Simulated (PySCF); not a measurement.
Geometries of 2 isomers of C5H3N3Se, from PBE0-D3(BJ)/def2-SVP geometry optimisation, gas phase (PySCF 2.14.0). One conformer each, no zero-point energy, no frequencies.

Task: Which isomer lies lower at this level?
A.
```xyz
12
angstrom
N      4.468    0.376    0.810
C      3.378    0.138    0.494
C      2.051   -0.196    0.070
N      1.046    0.460    0.502
C     -0.233    0.173    0.115
C     -1.329    0.874    0.567
C     -2.556    0.401    0.025
N     -2.540   -0.604   -0.811
Se    -0.846   -1.167   -1.074
H      1.978   -1.041   -0.641
H     -1.231    1.704    1.268
H     -3.529    0.840    0.273
```
B.
```xyz
12
angstrom
N     -0.032    2.679    1.217
C      0.257    1.684    0.697
C      0.734    0.502    0.054
C      2.053    0.372   -0.311
Se     2.315   -1.263   -1.106
N      0.579   -1.662   -0.880
C     -0.043   -0.672   -0.291
C     -1.485   -0.838   -0.030
N     -2.159    0.073    0.534
H      2.836    1.116   -0.161
H     -1.878   -1.812   -0.372
H     -3.138   -0.205    0.640
```

Result: B. That is `[H]/N=C/c1n[se]cc1C#N`, 8.6 kcal/mol below the other.

| SMILES | atoms numbered as above | E (Eh) | relative (kcal/mol) | relative (kJ/mol) | dipole (D) |
| --- | --- | --- | --- | --- | --- |
| [H]/N=C/c1n[se]cc1C#N | [H]/[N:9]=[CH:8]/[c:7]1[c:3]([C:2]#[N:1])[cH:4][se:5][n:6]1 | -2756.84514 | 0.0 | 0.0 | 3.98 |
| N#C/C=N/c1ccn[se]1 | [N:1]#[C:2]/[CH:3]=[N:4]/[c:5]1[cH:6][cH:7][n:8][se:9]1 | -2756.83147 | 8.6 | 35.9 | 2.19 |

As drawn, the lower has an N–H bond, which the higher lacks.
